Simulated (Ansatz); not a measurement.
Reaction (atomization): `[F][GeH]1[CH2][NH]1` → C• + F• + Ge• + 4 H• + N•

Isolated molecules relaxed with PBE0-D4/def2-TZVP in Ansatz; ΔE leaves out vibrations. CCSD(T)/CBS is the MP2 limit (def2-TZVPP, def2-QZVPP) plus CCSD(T) − MP2 in def2-TZVPP, frozen cores. This one scheme is used for every species, atoms too. Functionals use def2-TZVPP. HSE06 is defined as in plane-wave codes. Open shells (•) are unrestricted, without spin–orbit coupling. Spin–orbit coupling would lower the free atoms: a little for C, F; clearly for Ge. For Ge outer-core shells are correlated without core-valence functions, so the limit isn't a true one: a few kJ/mol of doubt a bond, and 10 to 20 or more in all where bonds break to atoms. Scalar relativity is left out up to krypton.

```json
{"level": "LDA (SPW92)", "ΔE (kJ/mol)": "3162.7"}
{"level": "r2SCAN-D4", "ΔE (kJ/mol)": "2697.4"}
{"level": "PBE0-D4", "ΔE (kJ/mol)": "2690.3"}
{"level": "r2SCANh-D4", "ΔE (kJ/mol)": "2669.7"}
{"level": "HSE06-D4", "ΔE (kJ/mol)": "2692.2"}
{"level": "revPBE", "ΔE (kJ/mol)": "2643.1"}
{"level": "CCSD/def2-SVP", "ΔE (kJ/mol)": "2458.4"}
{"level": "HF/def2-TZVPP", "ΔE (kJ/mol)": "1781.8"}
```

Question: What does CCSD(T)/CBS give? (An estimate is asked.)

Answer: Computed: +2705.5 kJ/mol. The listed levels differ from it by 457.2, -8.1, -15.2, -35.8, -13.3, -62.4, -247.1, -923.7 kJ/mol.

Largest T1 diagnostic among the species: 0.012.

In def2-TZVPP, CCSD(T) changes the Hartree–Fock value by +843.4 kJ/mol (the triples alone add +55.0 kJ/mol) and MP2 by +900.6 kJ/mol; breaking electron pairs costs correlation energy, which Hartree–Fock lacks. From BLYP to BHLYP (50 % exact exchange), in def2-TZVPP and without D4, ΔE moves by −115.1 kJ/mol: exact exchange takes away binding that semilocal exchange gives to molecules.

For atomizations the MP2-based limit and the directly extrapolated one differ by several kJ/mol either way, and by 10 to 25 for some Ge, Se and Sn compounds, so smaller differences from it don't rank the levels.
